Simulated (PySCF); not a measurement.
## ZnI at r²SCAN

Level: r²SCAN. basis Zn def2-SVP, I def2-SVP with ECP28; scalar-relativistic core potentials; PySCF 2.14.

```
state                                           : ²Σ⁺ (doublet), unpaired electrons σ ↑
bond length                                     : 2.499 Å
harmonic wavenumber                             : 223 cm⁻¹
force constant                                  : 1.24 mdyn/Å
rotational constant Be                          : 0.06348 cm⁻¹
anharmonicity ωexe                              : 0.732 cm⁻¹
vibration–rotation constant αe                  : 0.000269 cm⁻¹
well depth De to Zn + I                         : 173 kJ/mol
dissociation energy D0                          : 171 kJ/mol
bond order (Mayer)                              : 0.97
dipole moment (positive dipole means Zn(−)I(+)) : -2.97 D
```

Spin–orbit coupling is left out, which matters for elements this heavy, above all for dissociation energies. The state was picked by a PBE0 search and need not be the measured ground state.
